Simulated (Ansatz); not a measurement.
Isolated molecules relaxed with PBE0-D4/def2-TZVP in Ansatz; ΔE leaves out vibrations. CCSD(T)/CBS is the MP2 limit (def2-TZVPP, def2-QZVPP) plus CCSD(T) − MP2 in def2-TZVPP, frozen cores. For Ga outer-core shells are correlated without core-valence functions, which leaves a few kJ/mol of doubt a bond. Scalar relativity is left out up to krypton. Each species was taken in one conformer, which may not be the lowest.

`[SiH3]C1=NCO1` + `[OH][Ga]([OH])[OH]` → `[OH][Ga]([OH])[O][SiH3]` + `C1=NCO1`  (ligand exchange at the Si–C bond)

```tsv
species	MP2/CBS(def2) energy (Eh)
`[SiH3]C1=NCO1`	-497.91774
`[OH][Ga]([OH])[OH]`	-2151.33659
`[OH][Ga]([OH])[O][SiH3]`	-2441.63086
`C1=NCO1`	-207.66347
```

Q: Work out ΔE.

A: ΔE = (-2441.63086) + (-207.66347) − (-497.91774) − (-2151.33659) = -0.04000 Eh = -25.1 kcal/mol. CCSD(T)/CBS gives -24.8 kcal/mol.

Largest T1 diagnostic among the species: 0.015.

From PBE to PBE0 (25 % exact exchange), in def2-TZVPP and without D4, ΔE moves by −2.2 kcal/mol. In def2-TZVPP, CCSD(T) changes the Hartree–Fock value by +5.6 kcal/mol (the triples alone add +0.9 kcal/mol) and MP2 by +5.2 kcal/mol.
